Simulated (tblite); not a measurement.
Br3Sb, charge +1, doublet, geometry from GFN2-xTB (a state made from the parent by changing its charge; the spin is typed, not shown lowest); tblite 0.6.0 with GFN1-xTB.

Input for tblite:
```
$ tblite run mol.xyz --method gfn1 --charge 1 --spin 1 --spin-polarized --json tblite.json --no-restart

# file mol.xyz
4

Sb    -0.00424655    -0.01061037     0.90041461
Br     0.54273096    -2.14698769    -0.46015488
Br     1.59562012     1.54932591    -0.41163234
Br    -2.13216325     0.61312260    -0.44024549
```

Output, abridged:

```
xTB calculator
 | screened Coulomb repulsion
 | Coulomb electrostatics
 |  * isotropic Klopman-Ohno-Mataga-Nishimoto electrostatics
 |  * onsite third-order electrostatics
 | DFT-D3(BJ) dispersion correction
 | Interactions (1)
 | [1] spin polarization

halogen bonding energy    0.0000000000000E+00 Eh
repulsion energy          1.0627531510214E-02 Eh
dispersion energy        -2.5630580816387E-03 Eh
interaction energy        0.0000000000000E+00 Eh
number of electrons       2.5000000000000E+01 e
integral cutoff           4.0000000000000E+01 bohr

------------------------------------------------------------
  cycle        total energy    energy error   density error
------------------------------------------------------------
      1     -13.26983913810  -1.3277904E+01   4.8493486E-01
      2     -11.32102160406   1.9488175E+00   6.5704147E-01
      3     -13.56635291531  -2.2453313E+00   2.7561851E-01
      4     -13.74843190042  -1.8207899E-01   4.6842423E-02
      5     -13.75105513899  -2.6232386E-03   3.7363561E-02
      6     -13.75392381864  -2.8686796E-03   6.1905359E-03
      7     -13.75308630268   8.3751595E-04   1.7596115E-02
      8     -13.75398152722  -8.9522453E-04   2.7837227E-03
      9     -13.75376339649   2.1813073E-04   8.8763731E-03
     10     -13.75399732769  -2.3393120E-04   5.4669757E-04
     11     -13.75399852166  -1.1939725E-06   8.1618197E-05
     12     -13.75399853358  -1.1911421E-08   1.0263078E-05
------------------------------------------------------------

electronic energy        -1.3762063007004E+01 Eh
total energy             -1.3753998533575E+01 Eh

Post processing:
 | Mayer-Wiberg bond orders

[Info] JSON dump of results written to 'tblite.json'
```
